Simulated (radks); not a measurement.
Values are calculated unless marked as measured or tabulated.
Radial electron density D(r) = 4 pi r^2 rho(r) of an atom or ion with 5 electrons. Code: a radial shooting solver on a logarithmic mesh with Libxc functionals. Model: scalar-relativistic Kohn-Sham, PBEsol, spin-polarised, spherical densities, finite nucleus; Fermi nuclear charge, rms radius of each element as measured or else 0.836 A^(1/3) + 0.57 fm.

```
   r/bohr * D(r) (the largest magnitude, 8.6, reaches the edge; | marks zero)
 0.007665 |*
 0.008437 | *
 0.009362 | *
  0.01031 | *
  0.01143 |  *
  0.01259 |  *
  0.01397 |   *
  0.01537 |    *
  0.01706 |     *
  0.01878 |      *
  0.02083 |       *
  0.02293 |        *
  0.02545 |          *
  0.02801 |            *
  0.03108 |              *
  0.03421 |                *
  0.03796 |                   *
  0.04179 |                      *
  0.04637 |                         *
  0.05104 |                             *
  0.05618 |                                *
  0.06234 |                                    *
  0.06862 |                                       *
  0.07614 |                                           *
  0.08382 |                                              *
    0.093 |                                                 *
   0.1024 |                                                    *
   0.1136 |                                                     *
    0.125 |                                                      *
   0.1387 |                                                      *
   0.1527 |                                                    *
   0.1695 |                                                  *
   0.1865 |                                              *
    0.207 |                                         *
   0.2278 |                                     *
   0.2528 |                               *
   0.2783 |                          *
   0.3088 |                     *
   0.3399 |                  *
   0.3771 |               *
   0.4151 |              *
    0.457 |              *
   0.5071 |               *
   0.5582 |                *
   0.6193 |                  *
   0.6817 |                   *
   0.7564 |                    *
   0.8327 |                    *
   0.9239 |                  *
    1.017 |                *
    1.128 |             *
    1.242 |          *
    1.378 |       *
    1.517 |     *
    1.684 |   *
    1.853 | *
    2.056 |*
    2.263 |*
    2.511 *
    2.765 *
    3.068 *
    3.377 *
```

What is the nuclear charge?

Answer. Z = 8. The innermost maximum, from 1s, lies near gamma/Z bohr with gamma = sqrt(1 - (Z/c)^2) = 0.998, here 0.125 bohr (found: 0.128), and its height grows with Z. The density is that of the oxygen ion O3+ in [He] 2s2 2p1; the configuration itself is not fixed sharply by these data. D(r) has 2 maxima, at r = 0.128, 0.775 bohr, and minima at 0.439 bohr, inside which lie 2.13 electrons.
